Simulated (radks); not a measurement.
Results of a calculation; reference values are marked as such.
Ionisation of the silicon ion Si3+, [Ne] 3s1, to [Ne] as the strength of local exchange is varied. Level of theory: scalar-relativistic Kohn-Sham, Slater X-alpha exchange (alpha = 2/3 is LDA exchange), no correlation, spin-polarised, spherical densities, finite nucleus; open shells are filled with parallel spins first; Fermi nuclear charge, rms radius 3.1224 fm (a radial shooting solver on a logarithmic mesh with Libxc functionals).

[
 {"alpha": "0.619", "E(Si3+) (hartree)": "-284.52621", "exchange (hartree)": "-16.49997", "IE (eV)": "44.184", "-e of the level emptied (eV)": "39.009 (3s)", "<r> of it (bohr)": "1.860"},
 {"alpha": "0.667", "E(Si3+) (hartree)": "-285.80812", "exchange (hartree)": "-17.84095", "IE (eV)": "44.787", "-e of the level emptied (eV)": "39.683 (3s)", "<r> of it (bohr)": "1.847"},
 {"alpha": "0.757", "E(Si3+) (hartree)": "-288.22363", "exchange (hartree)": "-20.37913", "IE (eV)": "45.927", "-e of the level emptied (eV)": "40.961 (3s)", "<r> of it (bohr)": "1.822"},
 {"alpha": "0.76", "E(Si3+) (hartree)": "-288.30441", "exchange (hartree)": "-20.46427", "IE (eV)": "45.966", "-e of the level emptied (eV)": "41.004 (3s)", "<r> of it (bohr)": "1.821"},
 {"alpha": "0.767", "E(Si3+) (hartree)": "-288.49298", "exchange (hartree)": "-20.66307", "IE (eV)": "46.055", "-e of the level emptied (eV)": "41.104 (3s)", "<r> of it (bohr)": "1.819"},
 {"alpha": "0.894", "E(Si3+) (hartree)": "-291.93044", "exchange (hartree)": "-24.30246", "IE (eV)": "47.690", "-e of the level emptied (eV)": "42.945 (3s)", "<r> of it (bohr)": "1.785"},
 {"alpha": "0.983", "E(Si3+) (hartree)": "-294.35783", "exchange (hartree)": "-26.88978", "IE (eV)": "48.852", "-e of the level emptied (eV)": "44.258 (3s)", "<r> of it (bohr)": "1.763"}
]

NIST Atomic Spectra Database: 45.142 eV (measured). The Delta-SCF value meets it near alpha = 0.70.
